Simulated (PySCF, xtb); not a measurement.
CH10N2Si3, SMILES N[Si@@]1([SiH3])NC[SiH2]1. One conformer was computed; it need not be the lowest.

Harmonic wavenumbers (cm⁻¹) from GFN2-xTB (xtb) at its own minimum, in rising order: 25, 69, 94, 135, 161, 187, 253, 313, 332, 410, 425, 427, 467, 472, 510, 519, 607, 708, 760, 770, 780, 803, 812, 826, 834, 886, 1079, 1142, 1168, 1330, 1507, 1519, 2160, 2179, 2201, 2216, 2223, 2868, 2915, 3454, 3467, 3516.

**Question.** What does PySCF with PBE-D3(BJ)/def2-SVP give at its own minimum? (The exact figures need the calculation; the answer reports its results.)

**Answer.** 60, 76, 88, 132, 170, 194, 284, 343, 354, 391, 408, 455, 477, 500, 506, 555, 635, 688, 756, 791, 817, 846, 855, 901, 902, 906, 1034, 1114, 1135, 1284, 1430, 1482, 2125, 2136, 2139, 2150, 2153, 2922, 2965, 3477, 3480, 3585. Paired by order, the mean absolute difference is 33 cm⁻¹ and the zero-point energies are 67.9 and 68.2 kcal/mol.
